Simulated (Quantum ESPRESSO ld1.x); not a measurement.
The numbers below are computed, except where a source is named.
Q: Species: Cr5+. Configuration: [Ar] 3d1. Level of theory: non-relativistic Kohn-Sham, LDA (Slater exchange, Perdew-Zunger correlation), spin-polarised, spherical densities, point nucleus; open shells are filled with parallel spins first (ld1.x of Quantum ESPRESSO 7.5). Some entries of the table are withheld. Estimate them.

orbital,occ.,eigenvalue (eV),r(max) (bohr),<r^2> (bohr^2)
1s up,1,-5906.34,0.042,0.005548
1s down,1,-5906.34,0.042,0.005548
2s up,1,-745.633,0.246,0.1039
2s down,1,-744.982,0.246,0.1038
2p up,3,-647.720,0.198,(1)
2p down,3,-647.221,0.198,(2)
3s up,1,-153.595,0.766,0.8644
3s down,1,-152.282,0.766,0.8672
3p up,3,(3),0.773,0.9343
3p down,3,(4),0.773,0.9386
3d up,1,-80.3341,(5),1.080
3d down,0,-79.0553,(6),1.093

A: 
(1) 2p up <r^2> (bohr^2): 0.08401
(2) 2p down <r^2> (bohr^2): 0.08388
(3) 3p up eigenvalue (eV): -125.515
(4) 3p down eigenvalue (eV): -124.228
(5) 3d up r(max) (bohr): 0.731
(6) 3d down r(max) (bohr): 0.731
